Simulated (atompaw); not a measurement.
## Building the PAW (atompaw) potential for bromine (Br) (PBE, scalar-relativistic).

```json
{
  "Element": "Br",
  "Generator": "atompaw 4.2.0.5",
  "Type": "PAW",
  "Functional": "PBE",
  "Relativity": "scalar-relativistic",
  "Frozen core": "[Ar]",
  "Valence charge": "17",
  "Reference configuration": "3d10 4s2 4p3 (charge +2)",
  "Partial waves": "4s (bound): rc 1.75 bohr; 4s channel at -1.5 Ry: rc 1.75 bohr; 4p (bound): rc 1.75 bohr; 4p channel at -0.45 Ry: rc 1.75 bohr; 3d (bound): rc 0.50 bohr; 3d channel at -6.35 Ry: rc 0.50 bohr",
  "Local potential": "bessel scheme, radius 1.60 bohr",
  "Core correction": "smooth core density matched at 1.10 bohr",
  "Augmentation charge": "sinc compensation charge, radius 1.35 bohr; PAW radius 1.75 bohr; waves and projectors: custom rrkj gramschmidtortho"
}
```

All-electron outer shells of the reference configuration (PBE, scalar-relativistic, ld1.x):

```tsv
shell	level (eV)	outermost node (bohr)	outermost maximum (bohr)
3p	-197.61	0.21	0.48
3d	-90.79	–	0.43
4s	-41.84	0.67	1.39
4p	-28.23	0.70	1.58
```

Q: Does the generator finish with these settings?

A: Yes, a potential is produced.

Q: What does a ghost test show?

A: No extra level below or beside the all-electron valence levels (s, p, d, f tested).

Q: Is the overlap operator S = 1 + Σ q|β⟩⟨β| positive definite (Bessel basis up to 400 Ry)?

A: Yes: its lowest eigenvalue is 0.39 (s channel).
